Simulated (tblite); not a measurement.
Species: C5H4F2.
Atom-mapped SMILES: `[CH2:1]=[C:2]1[CH:3]=[C:4]1[CH:5]([F:6])[F:7]` (hydrogens: H8, H9 on C1; H10 on C3; H11 on C5)

Structure used (GFN2-xTB), in Å, numbered top down from 1:
```xyz
11
C5H4F2 angstrom
C     -2.121   -0.401    0.285
C     -0.998    0.209    0.012
C     -0.206    1.352   -0.405
C      0.455    0.245   -0.095
C      1.742   -0.451    0.055
F      2.784    0.339   -0.312
F      1.804   -1.554   -0.735
H     -2.141   -1.425    0.612
H     -3.067    0.102    0.182
H     -0.165    2.366   -0.720
H      1.918   -0.779    1.096
```

All values are computed: GFN2-xTB (tblite) harmonic vibrations without scaling, gas phase. This tight-binding method is rough: wavenumbers can miss measured ones by several per cent, in bad cases by 10 to 20. One conformer, not necessarily the lowest.

Harmonic wavenumbers (cm⁻¹): 29.5, 121.8, 182.5, 292.5, 367.2, 425.6, 500.2, 557.6, 714.4, 728.2, 790.2, 821.9, 891.4, 981.0, 998.2, 1008.2, 1050.4, 1098.0, 1238.6, 1257.1, 1415.0, 1700.8, 1985.0, 2841.6, 3106.8, 3127.6, 3227.4.

A = 5783, B = 1675, C = 1363 MHz; mass 102.028 u (most abundant isotopes); point group C1, symmetry number 1.

Question: Zero-point energy?

Answer: Half the sum of the wavenumbers: 15729 cm⁻¹ = 44.97 kcal/mol.

Question: Give the ideal-gas entropy at 400 K and 1 bar in the rigid-rotor, harmonic-oscillator model (classical rotation).

Answer: Translation 41.26, rotation 28.47, vibration 23.75: S = 93.5 cal/(mol K).

Question: And Cp and H(400 K) − H(0)?

Answer: Cp = 32.30 cal/(mol K), of which vibrations give 24.35 (their classical limit is 27 R = 53.7); H(400 K) − H(0) = 8.03 kcal/mol without the zero-point energy, 4.86 from vibrations.

Question: Blend soft modes into free rotors: weight 1/[1 + (100 cm⁻¹/ν̃)⁴] for the oscillator and the rest for a rotor with moment μB/(μ + B), μ = h/(8π²ν), B = 10⁻⁴⁴ kg m². What vibrational entropy results?

Answer: 21.44 cal/(mol K) in place of 23.75, which changes −T·S at 400 K by +0.92 kcal/mol.

Question: Which modes carry the vibrational entropy at 400 K?

Answer: 29.5 cm⁻¹: 6.45; 121.8 cm⁻¹: 3.64; 182.5 cm⁻¹: 2.86; 292.5 cm⁻¹: 1.98; 367.2 cm⁻¹: 1.57; 425.6 cm⁻¹: 1.32 cal/(mol K); the other 21 give 5.93 together.

Hindered rotation and anharmonicity are outside this model. Other conformers, if any are populated, would add a mixing term that is left out. The structure is chiral; the term R ln 2 for an equal mix with its mirror image is left out.
